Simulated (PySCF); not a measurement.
## Worked example: oscillator strength and radiative lifetime

CH4BClS, SMILES CB(S)Cl.

The structure is a stationary point at B3LYP-D3(BJ)/def2-SVP. The values are those of a single conformer.

TDDFT-CAM-B3LYP/def2-SVPD in PySCF 2.14.0 puts the first singlet state with f over 0.02 at 6.35 eV (vertical), with the transition dipole (-0.363, -1.081, 0.000) in atomic units.

Question: Find the oscillator strength, the wavelength and the radiative lifetime that this transition would have in vacuum if emission retraced absorption.

Answer: 
|μ|² = 1.3003 au, so |μ| = 2.90 D. ΔE = 6.35/27.211 = 0.2334 hartree. f = (2/3) ΔE |μ|² = 0.202 (the program prints 0.202).
λ = 1239.84/6.35 = 195 nm; ν = 51216 cm⁻¹.
Einstein's coefficient A = 0.6670 ν² f s⁻¹ (ν in cm⁻¹) = 3.5e8 s⁻¹, so τ = 1/A = 2.8 ns. This state is S2; the lower singlet has f = 0.000. The figure is the radiative limit of this one transition; relaxation, internal conversion, crossing to triplets and a medium change what is measured.
